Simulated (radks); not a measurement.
Results of a calculation; reference values are marked as such.
Question: These are the eigenvalues of the occupied orbitals of an atom or ion with whole-number occupations (hartree). Code: a radial shooting solver on a logarithmic mesh with Libxc functionals. Model: scalar-relativistic Kohn-Sham, LDA (Slater exchange, Perdew-Wang correlation), spin-unpolarised, spherical densities, finite nucleus; Fermi nuclear charge, rms radius of each element as measured or else 0.836 A^(1/3) + 0.57 fm.

orbital  eigenvalue
1s        -930.5135
2s        -137.7558
2p        -123.7357
3s        -25.92120
3p        -21.31540
3d        -14.02745
4s         -4.32344
4p         -2.98064
4d         -1.07128

Which element is it, and in what charge state? The configuration may be excited.

Answer: Z = 47, silver, charge +2: Ag2+ in [Kr] 4d9. The list shows which subshells hold electrons but not how many an open one holds; the 1s level, -930.51 hartree, gives Z - s = 43.1 by -(Z - s)^2/2, which with screening and relativity narrows Z to a few neighbours, and the depths of the outer levels then fix element, charge and occupations together.
